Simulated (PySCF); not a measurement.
# Cadmium: a sound run and one with changed settings

Sound run: Cd⁺ [Kr] 4d10 5s1, Cd²⁺ [Kr] 4d10. Calculation: PySCF 2.14, in def2-SVP with the def2 core potential (28 electrons); scalar relativity through the core potential. In the sound run the correlated levels freeze 4s2 4p6 outside the core potential. The sound run starts from symmetry-adapted Hartree-Fock orbitals and uses a fine grid where one is needed.

Changed run: initial guess minao, at most 50 SCF cycles.

| species | method | sound run (hartree) | changed run (hartree) | converged |
| --- | --- | --- | --- | --- |
| Cd⁺ | UHF | -166.57699 | -166.57699 | yes |
| Cd⁺ | BP86 | -167.51480 | -167.51480 | yes |
| Cd⁺ | CCSD(T) | -166.80914 | -166.80914 | yes |
| Cd²⁺ | M06-2X | -166.73138 | -166.73138 | yes |
| Cd²⁺ | MP2 | -166.21550 | -166.21550 | yes |

Here the plain start reaches the same solutions.
